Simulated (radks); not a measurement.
Task: Tm3+, configuration [Xe] 4f11 6p1 (not the ground configuration). All-electron calculation, scalar-relativistic Kohn-Sham, LDA (Slater exchange, Perdew-Wang correlation), spin-polarised, spherical densities, finite nucleus; open shells are filled with parallel spins first (spin-orbit coupling, left out, can overturn this in heavy ions); Fermi nuclear charge, rms radius 5.2256 fm. Program: a radial shooting solver on a logarithmic mesh with Libxc functionals. Some entries of the table are withheld. Estimate them.

orbital  occ.  eigenvalue (eV)  <1/r> (bohr^-1)
1s up       1        -59268.35            79.00
1s down     1        -59268.33            79.00
2s up       1        -10040.28            18.41
2s down     1        -10040.20            18.41
2p up       3        -8875.592            16.96
2p down     3        -8875.528            16.96
3s up       1        -2294.433            6.791
3s down     1        -2292.934            6.793
3p up       3        -1941.630            6.336
3p down     3        -1940.136            6.339
3d up       5        -1504.433            6.005
3d down     5        -1503.266            6.008
4s up       1        -490.6083            2.880
4s down     1        -487.6904            2.879
4p up       3        -374.2555            2.635
4p down     3        -371.3991            2.633
4d up       5        -219.5314            2.335
4d down     5        -216.7556            2.332
5s up       1              (1)            1.128
5s down     1              (2)            1.121
5p up       3         -64.6069           0.9593
5p down     3         -63.5789           0.9529
4f up       7              (3)            1.809
4f down     4              (4)            1.795
6p up       1         -21.3785              (5)
6p down     0         -20.2025              (6)

Result: 
(1) 5s up eigenvalue (eV): -93.4912
(2) 5s down eigenvalue (eV): -92.1777
(3) 4f up eigenvalue (eV): -49.3141
(4) 4f down eigenvalue (eV): -46.7776
(5) 6p up <1/r> (bohr^-1): 0.3857
(6) 6p down <1/r> (bohr^-1): 0.3831
